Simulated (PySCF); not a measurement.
**Finite-field polarisability of Se⁻ (selenium, charge -1)**

[Ar] 3d10 4s2 4p5, 2P determinant. Computed with PySCF 2.14 in aug-cc-pVQZ-DK (8s7p5d3f2g, 93 functions), with the spin-free X2C one-electron Hamiltonian (Gaussian nucleus). Frozen: [Ar] 3d10. Energy changes in a uniform field (μhartree):

| axis | F (au) | HF | MP2 | CCSD | CCSD(T) |
| --- | --- | --- | --- | --- | --- |
| x | 0.0021 | -102.323 | -112.025 | -110.466 | -113.474 |
| x | 0.0042 | -409.510 | -448.406 | -442.193 | -454.259 |
| y | 0.0018 | -103.349 | -114.244 | -111.568 | -115.585 |
| y | 0.0036 | -413.866 | -457.535 | -446.850 | -462.973 |

By symmetry the remaining axis equals y.

Question: Derive α along x at CCSD(T) from the two fields.

Answer: With ΔE = −αF²/2 − γF⁴/24, α = −(16 ΔE(F) − ΔE(2F))/(6F²) = 51.45 bohr³.

Question: And the mean polarisability at each level?

Answer: The components xx, yy, zz at CCSD(T) are 51.45, 71.32, 71.32, the third axis being equal by symmetry to one of the two computed. Means: HF 57.98, MP2 63.93, CCSD 62.59, CCSD(T) 64.69 bohr³.

The polarisability of an anion needs two sets of diffuse s and p functions; this basis lacks them, so these values show the method and not the converged property.
